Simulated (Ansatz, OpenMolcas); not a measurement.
Ansatz → OpenMolcas

Ansatz 0.2.0 runs this on GaBr (SMILES [Ga][Br]):

job.yaml:
```yaml
basis:
  gaussian:
    orbitals: aug-cc-pVTZ
crystal:
  periodic: [false, false, false]
  atoms:
    - {symbol: Ga, position_ang: [-0.000000, -0.000000, 0.013830]}
    - {symbol: Br, position_ang: [0.000000, 0.000000, 2.388120]}
output:
  orbitals: {seedname: orbitals}
accuracy: high
hamiltonian:
  xc: {name: B3LYP}
```

```bash
$ ansatz run job.yaml --threads 1 --pin off --max-ram 3480MiB --events-out events.jsonl --progress --plain --runs-dir runs
```

Geometry: relaxed at PBE0-D4/def2-TZVP.

It gives a total energy of -4499.242333 Eh.

Write the same calculation for OpenMolcas 26.06 as an input file of the program's own, asking for the gradient.

One way, which was run:

struct.xyz:
```
2

Ga     0.000000     0.000000     0.013830
Br     0.000000     0.000000     2.388120
```

job.input:
```
&GATEWAY
 BASLIB = $CurrDir
 COORD = struct.xyz
 BASIS = aug-cc-pVTZ
 GROUP = NoSym

&SEWARD
 GRIDINPUT
 Grid=UltraFine
 End of Grid

&SCF
 KSDFT = B3LYP
 THRESHOLDS = 1e-10 1e-07 1e-07 1e-05
 PRORBITALS = 1 2

&ALASKA
```

```bash
$ export MOLCAS_MEM=1860
$ pymolcas job.input > job.log
```

(Basis files named in the input come from the Basis Set Exchange and aren't shown.)

Its energy is -4499.242329 Eh, 0.004 mEh from the first.
